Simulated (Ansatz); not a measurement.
This geometry of ClGe2H5 (8 atoms, charge 0, multiplicity 1) is a first-order saddle point.

Theory: RKS BHLYP-D4/def2-SVP (Ansatz).

```xyz
8
Properties=species:S:1:pos:R:3
Ge -0.377 0.165 0.250
Ge 1.173 -0.036 2.218
H 0.228 -0.468 3.345
H 2.317 -1.049 2.150
H 1.652 1.399 2.407
H 1.337 0.034 0.329
H -0.004 1.168 -0.861
Cl -0.644 -1.760 -0.775
```

(1) Which two structures does it join? (They come from a converged band through this point; their orientation in space is the band's.)

(2) How far does it lie above each of them?

## Answers

(1) Bonds broken: Ge1–Ge2, Ge1–H6. Bonds formed: Ge2–H6. ClGe2H5 becomes ClGeH + GeH4.

First end point:

```xyz
8
Properties=species:S:1:pos:R:3
Ge 0.426 0.073 -0.006
Ge 1.100 -0.017 2.323
H -0.129 -0.305 3.186
H 2.128 -1.134 2.504
H 1.720 1.319 2.746
H 1.602 0.150 -0.982
H -0.580 1.183 -0.313
Cl -0.585 -1.816 -0.395
```

Last end point:

```xyz
8
Properties=species:S:1:pos:R:3
Ge -0.355 0.295 -0.770
Ge 1.146 0.146 2.239
H 0.042 -0.422 3.121
H 2.052 -0.928 1.663
H 1.944 1.230 2.965
H 0.417 0.887 1.065
H 1.161 0.030 -1.162
Cl -0.724 -1.785 -0.058
```

(2) 48.7 kcal/mol above the first and 21.2 kcal/mol above the second. This is the barrier of this one path; another mechanism may lie lower. The orbitals stay closed-shell, which can raise the energy where a bond breaks towards radicals; this wasn't checked here.

Run time: 7.5 min on 2 threads of Arm Neoverse V1 (shared host), peak memory 0.28 GiB.
